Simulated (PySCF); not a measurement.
Mayer bond orders and bond lengths

Species: C5H7NSSi.
Numbering: `[SiH3:1][S:2][c:3]1[cH:4][cH:5][cH:6][cH:7][n:8]1` (hydrogens: H9, H10, H11 on Si1; H12 on C4; H13 on C5; H14 on C6; H15 on C7)

Geometry (GFN2-xTB, Å), atoms numbered from 1 in this order:
```xyz
15
C5H7NSSi angstrom
Si     2.5877    0.1700    0.3712
S      1.7007   -1.4848   -0.7946
C      0.1959   -0.7384   -0.4661
C     -1.0614   -1.1881   -0.8766
C     -2.1630   -0.4495   -0.5070
C     -1.9947    0.7076    0.2554
C     -0.7151    1.0772    0.6152
N      0.3468    0.3698    0.2608
H      2.4989    1.3966   -0.4030
H      3.9924   -0.2649    0.2491
H      2.2574    0.0027    1.7768
H     -1.1405   -2.0882   -1.4635
H     -3.1529   -0.7635   -0.8031
H     -2.8420    1.3005    0.5587
H     -0.5146    1.9610    1.2048
```

Bond orders from the PBE0/pcSseg-1 density (PySCF). The structure is a single GFN2-xTB conformer in the gas phase; no vibrational or solvent corrections.

(1) Where do the orders between heavy atoms depart from those drawn in the SMILES?

(2) Set the Mayer orders of the bonds beside their lengths.

## Answers

(1) The largest departure is 0.237, at N8–C3 (drawn aromatic, 1.263), counting aromatic bonds as 1.5. Drawn single, order below 0.88: Si1–S2 (0.795). The bonds drawn aromatic range from 1.26 to 1.48.

(2) 
| bond | drawn as | length (Å) | Mayer order |
| --- | --- | --- | --- |
| Si1–S2 | single | 2.210 | 0.795 |
| S2–C3 | single | 1.712 | 1.113 |
| C3–C4 | aromatic | 1.397 | 1.284 |
| C4–C5 | aromatic | 1.377 | 1.482 |
| C5–C6 | aromatic | 1.396 | 1.381 |
| C6–C7 | aromatic | 1.380 | 1.446 |
| C7–N8 | aromatic | 1.324 | 1.412 |
| N8–C3 | aromatic | 1.334 | 1.263 |
| Si1–H9 | single | 1.453 | 0.926 |
| Si1–H10 | single | 1.476 | 0.895 |
| Si1–H11 | single | 1.454 | 0.926 |
| C4–H12 | single | 1.078 | 0.969 |
| C5–H13 | single | 1.080 | 0.968 |
| C6–H14 | single | 1.078 | 0.967 |
| C7–H15 | single | 1.081 | 0.965 |

Bonds between the same two heavy elements. C–C: lowest C3–C4 (1.284, 1.397 Å), highest C4–C5 (1.482, 1.377 Å). C–N: lowest N8–C3 (1.263, 1.334 Å), highest C7–N8 (1.412, 1.324 Å).

Q: Sum the orders of all bonds at each heavy atom with more than one neighbour and set the sums beside the valence in the SMILES.

A: Si1 3.542 (drawn 4), S2 1.908 (drawn 2), C3 3.660 (drawn 4), C4 3.735 (drawn 4), C5 3.831 (drawn 4), C6 3.794 (drawn 4), C7 3.823 (drawn 4), N8 2.675 (drawn 3). Orders between atoms that aren't bonded are not in these sums.

The Mayer order sums products of elements of PS (density times overlap matrix) between the two atoms' basis functions, so it depends on the basis set.

These values come from a run that also computed NMR shieldings. Time: 29 s of wall time. Hardware: Arm Neoverse V1, one thread, shared host.
